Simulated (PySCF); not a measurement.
Two-photon absorption: `CN(C)C(/C=C\[O-])=C/C=O`, [C7H10NO2]-, charge -1

Geometry:
```tsv
atom	x (Å)	y (Å)	z (Å)
C1	-1.405	0.091	-0.929
N2	-0.683	-0.180	0.290
C3	-1.170	0.551	1.435
C4	0.752	-0.178	0.144
C5	1.483	0.987	-0.138
C6	1.032	2.318	-0.346
O7	-0.106	2.807	-0.336
C8	1.330	-1.446	0.311
C9	2.708	-1.798	0.229
O10	3.691	-1.093	-0.002
H11	-1.009	-0.548	-1.734
H12	-1.350	1.151	-1.248
H13	-2.470	-0.176	-0.787
H14	-1.096	1.650	1.322
H15	-2.232	0.288	1.606
H16	-0.606	0.242	2.329
H17	2.562	0.834	-0.214
H18	1.895	3.014	-0.556
H19	0.631	-2.257	0.532
H20	2.875	-2.903	0.408
```

Total charge -1.

Level of theory: TDDFT CAM-B3LYP/aug-cc-pVDZ excited states, vertical, gas phase (PySCF). Geometry: PBE0-D3(BJ)/def2-SVP.

For a gas-phase anion, states above the detachment energy (about 2.4 eV, taken as minus the energy of the highest occupied orbital) lie in the continuum and depend on the basis. Singlets 3 and 4, 5 and 6 lie within 0.01 eV of each other, so their separate moments and overlaps can depend on how they mix.

Problem. Give the one- and two-photon strengths of the lowest singlets.

Solution. δ for parallel linear polarisation; σ at the peak of a Lorentzian of half width 0.1 eV, single beam; Ω is circular over linear.
| state | E (eV) | f | photon λ (nm) | δ (au) | σ (GM) | Ω | main |
| --- | --- | --- | --- | --- | --- | --- | --- |
| S1 | 3.56 | 0.004 | 697 | 513 | 2.38 | 1.50 | HOMO→LUMO 0.69, HOMO→LUMO+1 0.20 |
| S2 | 3.59 | 0.471 | 691 | 6.74 | 0.03 | 0.36 | HOMO→LUMO+4 0.94 |
| S3 | 3.86 | 0.007 | 642 | 81 | 0.44 | 1.50 | HOMO→LUMO+3 0.60, HOMO→LUMO+1 0.29 |
| S4 | 3.87 | 0.000 | 641 | 2.35 | 0.01 | 1.45 | HOMO−1→LUMO+4 0.47, HOMO−2→LUMO+4 0.30 |
| S5 | 3.96 | 0.002 | 625 | 183 | 1.05 | 1.50 | HOMO→LUMO+1 0.40, HOMO→LUMO 0.21 |
| S6 | 3.97 | 0.000 | 624 | 26.4 | 0.15 | 1.50 | HOMO−2→LUMO+4 0.44, HOMO−1→LUMO+4 0.28 |

Among these, the strongest one-photon state is S2, the strongest two-photon state S1.
